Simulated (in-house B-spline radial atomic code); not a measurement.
A run on La (an excited or competing configuration) that did not converge. Method: scalar-relativistic (X2C) wB97X, spin-polarised, spherical fractional occupations, exact exchange averaged over the configuration, Fermi nucleus of rms radius 4.855 fm; computed with a B-spline radial code for spherical atoms.

Command:
```bash
python run_scf.py task.json out
```
Settings (nuclear radius in fm, mass in u):
```
Z                57
configuration    [Kr] 4d10 5s2 5p5 5d1 6s2 6d1
hamiltonian      x2c
method           wb97x
spin_polarised   True
nucleus          fermi
rms_radius       4.855
atomic_mass      138.90636
speed_of_light   137.035999084
exact_exchange   averaged over the configuration
```

First and last ten iterations of the last attempt (damped for 15 steps, keeping 80 % of the old Fock matrix, then DIIS):
```
 iter        energy (Eh)    residual
    1       -8485.358167    4.88e-01
    2       -8489.002354    3.12e-01
    3       -8490.571645    2.03e-01
    4       -8491.294416    1.33e-01
    5       -8491.625468    8.63e-02
    6       -8491.780632    5.61e-02
    7       -8491.854586    3.65e-02
    8       -8491.890549    2.68e-02
    9       -8491.908540    1.97e-02
   10       -8491.917918    1.45e-02
  111       -8491.931999    6.11e-04
  112       -8491.932005    5.99e-04
  113       -8491.932004    6.14e-04
  114       -8491.932026    5.72e-04
  115       -8491.932082    5.16e-04
  116       -8491.932076    5.12e-04
  117       -8491.932025    5.75e-04
  118       -8491.932000    6.46e-04
  119       -8491.932068    6.03e-04
  120       -8491.931974    7.46e-04
 not converged after 120 iterations
```

The smallest residual met was 4.3e-04; the threshold is about 6e-07. No energy from this run should be used. Run time, properties included: 53 s on 1 thread of Arm Neoverse N1 (shared host).
